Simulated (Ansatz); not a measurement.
Computed with Ansatz.

CH₈GaNSi (`C[SiH2][GaH][NH2]`). The species carries charge 0 and has multiplicity 1. The geometry is a stationary point of PBE0-D4/def2-TZVP. It is one conformer, not always the lowest.

```xyz
12

C    -1.199    1.877    0.381
Si    0.296    0.766    0.651
Ga    0.506   -0.947   -1.024
N     0.851   -2.643   -0.465
H    -1.242    2.660    1.141
H    -2.127    1.303    0.431
H    -1.152    2.357   -0.599
H     1.532    1.605    0.640
H     0.219    0.150    2.009
H     0.382   -0.793   -2.583
H     0.959   -2.907    0.500
H     0.976   -3.427   -1.083
```

(1) What is the dipole moment at r2SCAN/def2-TZVPP? (Best estimate.)

(2) And with PBE, B3LYP, ωB97M-V? (Estimate.)

(3) Give the Mulliken charges with r2SCAN, B3LYP, ωB97M-V in def2-TZVPP. (Best estimate.)

## Answers

(1) The calculation gave: 0.70 D, with components (-0.43, -0.46, 0.31) D in this frame, pointing from negative to positive charge.

(2) The calculation gave: PBE 0.74 D, B3LYP 0.65 D, ωB97M-V 0.61 D.

(3) The calculation gave: 
| atom | r2SCAN | B3LYP | ωB97M-V |
| --- | --- | --- | --- |
| C1 | -0.29 | -0.39 | -0.45 |
| Si2 | 0.14 | 0.18 | 0.10 |
| Ga3 | 0.26 | 0.22 | 0.21 |
| N4 | -0.44 | -0.39 | -0.36 |
| H5 | 0.08 | 0.11 | 0.12 |
| H6 | 0.08 | 0.10 | 0.12 |
| H7 | 0.08 | 0.11 | 0.12 |
| H8 | -0.08 | -0.08 | -0.03 |
| H9 | -0.08 | -0.08 | -0.04 |
| H10 | -0.07 | -0.06 | -0.03 |
| H11 | 0.16 | 0.14 | 0.12 |
| H12 | 0.16 | 0.14 | 0.12 |

B3LYP here is the variant with VWN-RPA as its local correlation; programs differ in this.
